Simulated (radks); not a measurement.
The thallium ion Tl2+, [Xe] 4f14 5d10 6s1. All-electron calculation, non-relativistic Kohn-Sham, r2SCAN, spin-polarised, spherical densities, point nucleus; meta-GGA in the generalised Kohn-Sham scheme. Program: a radial shooting solver on a logarithmic mesh with Libxc functionals. Every spin shell is full or empty, so the densities are truly spherical. Functionals are evaluated on that one density, not self-consistently. Rank these exchange functionals by their error against the exact value of the orbitals, and give that value: LDA, B88, PBE, revPBE, RPBE, PW91, PW86, OPTX, SOGGA, G96, SCAN, r2SCAN, MS2, Tao-Mo, TASK.

Answer. Exact: -351.783 hartree. From best to worst, with 100 (|E| - |E exact|)/|E exact| (equal figures are ties): PW91 +0.03, SCAN +0.05, B88 +0.05, r2SCAN -0.18, RPBE -0.24, revPBE -0.27, PBE -0.35, PW86 -0.40, G96 +0.45, MS2 -0.67, Tao-Mo -0.84, SOGGA -1.81, TASK -1.81, OPTX +1.90, LDA -3.80.
